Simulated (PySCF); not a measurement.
## How the method moves the HOMO and LUMO of `C=[N][AlH2-][N+]#CC`

C3H7AlN2.
Structure used (PBE0-D3(BJ)/def2-SVP), in Å, numbered top down from 1:
```xyz
13
C3H7AlN2 angstrom
C     -3.3090    0.2026   -0.5295
N     -2.0988   -0.0917   -0.4051
Al    -0.8424   -1.3515   -0.7891
N      0.8254   -0.3052   -0.2313
C      1.7644    0.2812    0.0834
C      2.9386    1.0239    0.4815
H     -3.7345    1.1481   -0.1180
H     -4.0712   -0.4273   -1.0491
H     -0.4559   -1.5849   -2.3268
H     -0.7286   -2.5550    0.2594
H      3.4451    1.4255   -0.4077
H      2.6440    1.8557    1.1372
H      3.6300    0.3637    1.0245
```

Basis pcSseg-1 throughout (PySCF), one geometry. Isolated species at its PBE0-D3(BJ)/def2-SVP geometry (one conformer only).

Problem. How do the orbital energies, the gap and the dipole change with the method?

Solution. 
| method | kind | HOMO (eV) | LUMO (eV) | gap (eV) | μ (D) | SCF cycles |
| --- | --- | --- | --- | --- | --- | --- |
| BLYP | GGA | -3.98 | -1.73 | 2.25 | 7.32 | 17 |
| OPBE | GGA | -4.06 | -1.76 | 2.30 | 7.35 | 17 |
| PBE | GGA | -4.10 | -1.84 | 2.25 | 7.31 | 17 |
| B97-D | GGA | -4.11 | -1.79 | 2.32 | 7.37 | 17 |
| LDA | LDA | -4.19 | -2.03 | 2.16 | 7.30 | 16 |
| BP86 | GGA | -4.21 | -1.94 | 2.26 | 7.33 | 16 |
| KT2 | GGA | -4.21 | -1.81 | 2.40 | 7.30 | 17 |
| KT3 | GGA | -4.21 | -1.82 | 2.39 | 7.32 | 16 |
| B97-2 | global hybrid | -5.15 | -0.87 | 4.29 | 7.47 | 14 |
| B3LYP | global hybrid | -5.19 | -1.04 | 4.14 | 7.45 | 13 |
| PBE0 | global hybrid | -5.40 | -0.78 | 4.62 | 7.47 | 14 |
| mPW1PW91 | global hybrid | -5.44 | -0.81 | 4.63 | 7.47 | 14 |
| BHandHLYP | global hybrid | -6.67 | 0.40 | 7.07 | 7.56 | 13 |
| CAM-B3LYP | range-separated hybrid | -6.77 | 0.41 | 7.17 | 7.51 | 14 |
| wB97X-D | range-separated hybrid | -7.27 | 1.05 | 8.32 | 7.51 | 14 |
| LC-wPBE | range-separated hybrid | -8.11 | 1.61 | 9.72 | 7.50 | 14 |
| HF | Hartree–Fock | -8.73 | 2.95 | 11.68 | 7.71 | 11 |

The HOMO spans 4.75 eV, from BLYP down to HF, and the gap runs from 2.16 eV (LDA) to 11.68 eV (HF). Over the methods BLYP (0 %), OPBE (0 %), PBE (0 %), B97-D (0 %), LDA (0 %), BP86 (0 %), KT2 (0 %), KT3 (0 %), B97-2 (21 %), B3LYP (20 %), PBE0 (25 %), mPW1PW91 (25 %), BHandHLYP (50 %), HF (100 %), a straight line through the gap against the share of exact exchange rises by 0.94 eV for each 10 % (correlation coefficient 1.000). The dipole ranges from 7.30 D (LDA) to 7.71 D (HF). This basis has no diffuse functions.
